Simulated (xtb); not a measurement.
CuF (SMILES [F][Cu]), singlet, at a GFN2-xTB geometry (such geometries of metal compounds can be far from the true shape); GFN0-xTB (xtb).

Input for xtb:
```
$ xtb mol.xyz --gfn 0 --acc 30 --json

# file mol.xyz
2

Cu    -0.00000000    -0.00000000    -0.40615773
F      0.00000000     0.00000000     1.30873047
```

Q: Write the output that xtb gives for this input, abridged.

A: 
```
   ID    Z sym.   atoms
    1   29 Cu     1
    2    9 F      2

           -------------------------------------------------
          |                Calculation Setup                |
           -------------------------------------------------

           -------------------------------------------------
          |                 G F N 0 - x T B                 |
           -------------------------------------------------

          ...................................................
          :                      SETUP                      :
          :.................................................:
          :  # basis functions                  14          :
          :  # atomic orbitals                  13          :
          :  # shells                            5          :
          :  # electrons                        18          :
          :  electronic temp.          300.0000000     K    :
          :  accuracy                   30.0000000          :
          :  -> integral cutoff          0.2000000E+02      :
          :  -> integral neglect         0.3000000E-06      :
          ...................................................

         :::::::::::::::::::::::::::::::::::::::::::::::::::::
         ::                     SUMMARY                     ::
         :::::::::::::::::::::::::::::::::::::::::::::::::::::
         :: total energy              -8.447400325539 Eh    ::
         :: gradient norm              0.023420224245 Eh/a0 ::
         :: HOMO-LUMO gap              3.589845198234 eV    ::
         ::.................................................::
         :: H0 energy                 -8.394805552922 Eh    ::
         :: repulsion energy           0.005377136087 Eh    ::
         :: electrostat energy        -0.057849560423 Eh    ::
         :: -> Gsolv                   0.000000000000 Eh    ::
         ::    -> Gsasa                0.000000000000 Eh    ::
         ::    -> Gshift               0.000000000000 Eh    ::
         :: dispersion energy         -0.000122348281 Eh    ::
         :: short-range corr.          0.000000000000 Eh    ::
         :: add. restraining           0.000000000000 Eh    ::
         :: total charge               0.000000000000 e     ::
         :::::::::::::::::::::::::::::::::::::::::::::::::::::

           -------------------------------------------------
          |                Property Printout                |
           -------------------------------------------------

    * Orbital Energies and Occupations

         #    Occupation            Energy/Eh            Energy/eV
      -------------------------------------------------------------
         1        2.0000           -0.8043958             -21.8887
         2        2.0000           -0.4566764             -12.4268
         3        2.0000           -0.4490647             -12.2197
         4        2.0000           -0.4490647             -12.2197
         5        2.0000           -0.4155858             -11.3087
         6        2.0000           -0.4155858             -11.3087
         7        2.0000           -0.4059356             -11.0461
         8        2.0000           -0.4059356             -11.0461
         9        2.0000           -0.3951585             -10.7528 (HOMO)
        10                         -0.2632341              -7.1630 (LUMO)
        11                         -0.1018481              -2.7714
        12                         -0.1018481              -2.7714
        13                          0.3312287               9.0132
      -------------------------------------------------------------
                  HL-Gap            0.1319244 Eh            3.5898 eV
             Fermi-level            0.0000000 Eh            0.0000 eV

     #   Z          covCN         q      C6AA      α(0)
     1  29 Cu       0.699     0.283   174.538    30.192
     2   9 F        0.699    -0.283    12.190     4.023

 Mol. C6AA /au·bohr⁶  :        266.151431
 Mol. C8AA /au·bohr⁸  :      17482.439934
 Mol. α(0) /au        :         34.215481

Wiberg/Mayer (AO) data.
largest (>0.10) Wiberg bond orders for each atom

 ---------------------------------------------------------------------------
     #   Z sym  total        # sym  WBO       # sym  WBO       # sym  WBO
 ---------------------------------------------------------------------------
     1  29 Cu   0.725 --     2 F    0.725
     2   9 F    0.725 --     1 Cu   0.725
 ---------------------------------------------------------------------------

Topologies differ in total number of bonds
Writing topology from bond orders to xtbtopo.mol

 dipole moment from electron density (au)
     X       Y       Z
  -0.0000  -0.0000  -2.4277  total (Debye):    6.171

           -------------------------------------------------
          | TOTAL ENERGY               -8.447400325539 Eh   |
          | GRADIENT NORM               0.023420224245 Eh/α |
          | HOMO-LUMO GAP               3.589845198234 eV   |
           -------------------------------------------------

normal termination of xtb
```
